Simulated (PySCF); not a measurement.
A ladder of Hamiltonians for Nd⁴²⁺ (neodymium, charge +42)

Occupied: 1s1/2, 2s1/2, 2p1/2, 2p3/2, 3s1/2, 3p1/2, 3p3/2. Hartree-Fock calculated with PySCF 2.14 in an uncontracted even-tempered set (17 s from 4.1 bohr⁻², ratio 2.7; 14 p from 4.9 bohr⁻², ratio 2.7), Gaussian nucleus throughout. NR is non-relativistic, sf-X2C the spin-free one-electron X2C Hamiltonian, X2C adds the bare one-electron spin-orbit term, X2C-SNSO screens it by Boettger's factors, DC is four-component Dirac-Coulomb, and the Gaunt and Breit terms are added at first order (total energies over the DC spinors, levels after relaxing the spinors in that mean field). QED terms are absent. Levels marked empty are virtual spinors of this ion; the basis has s and p functions only, so 3d, which can lie below the n = 4 levels, is absent.

```tsv
level (eV)	NR	sf-X2C	X2C	X2C-SNSO
1s1/2	-44050.7	-46300.8	-46294.2	-46294.7
2s1/2	-9027.1	-9632.7	-9630.8	-9630.9
2p1/2	-8691.9	-8877.4	-9263.1	-9248.8
2p3/2	-8691.9	-8877.4	-8709.9	-8715.3
3s1/2	-3483.5	-3659.2	-3658.7	-3658.7
3p1/2	-3344.7	-3413.1	-3507.5	-3504.0
3p3/2	-3344.7	-3413.1	-3371.7	-3373.0
4s1/2 (empty)	-1750.7	-1815.7	-1815.6	-1815.6
4p1/2 (empty)	-1699.3	-1728.2	-1761.5	-1760.3
4p3/2 (empty)	-1699.3	-1728.2	-1713.6	-1714.1
```

Where do the four-component calculations put these levels?

1s1/2: DC -46339.6, DC+Gaunt -46213.7, DC+Breit -46223.1; 2s1/2: DC -9636.6, DC+Gaunt -9623.4, DC+Breit -9624.4; 2p1/2: DC -9251.2, DC+Gaunt -9229.7, DC+Breit -9231.8; 2p3/2: DC -8719.9, DC+Gaunt -8704.7, DC+Breit -8706.9; 3s1/2: DC -3660.0, DC+Gaunt -3657.0, DC+Breit -3657.3; 3p1/2: DC -3504.6, DC+Gaunt -3499.5, DC+Breit -3500.1; 3p3/2: DC -3374.0, DC+Gaunt -3370.4, DC+Breit -3371.1; 4s1/2 (empty): DC -1816.0, DC+Gaunt -1814.9, DC+Breit -1815.1; 4p1/2 (empty): DC -1760.5, DC+Gaunt -1758.6, DC+Breit -1758.9; 4p3/2 (empty): DC -1714.4, DC+Gaunt -1713.1, DC+Breit -1713.4 (eV).

```tsv
Hamiltonian	E (hartree)	E − E(DC) (hartree)	CPU seconds
NR	-7776.0065	335.1467	0.5
sf-X2C	-8103.6301	7.5232	0.36
X2C	-8108.7100	2.4432	0.37
X2C-SNSO	-8108.3614	2.7918	0.37
DC	-8111.1532	0.0000	18
DC+Gaunt	-8102.8149	8.3383	30
DC+Breit	-8103.6282	7.5250	85
```

Weight of the small component: 1s1/2 0.0495, 2s1/2 0.0111, 2p1/2 0.0110, 2p3/2 0.0104, 3s1/2 0.00405, 3p1/2 0.00397, 3p3/2 0.00380, 4s1/2 0.00182, 4p1/2 0.00184, 4p3/2 0.00176.

Koopmans' value for the highest occupied level at DC+Breit: 3371.1 eV, against an ionisation energy of 3371 ± 4 eV (theoretical estimate listed by NIST; NIST Atomic Spectra Database, ionization energies); the former lacks relaxation, correlation, QED and recoil.

The whole ladder took 140 s of wall time on 1 thread of Neoverse-N1 (shared host), launched as `OMP_NUM_THREADS=1 python relrun2.py TASK.json OUT` (a driver that calls PySCF for each Hamiltonian).
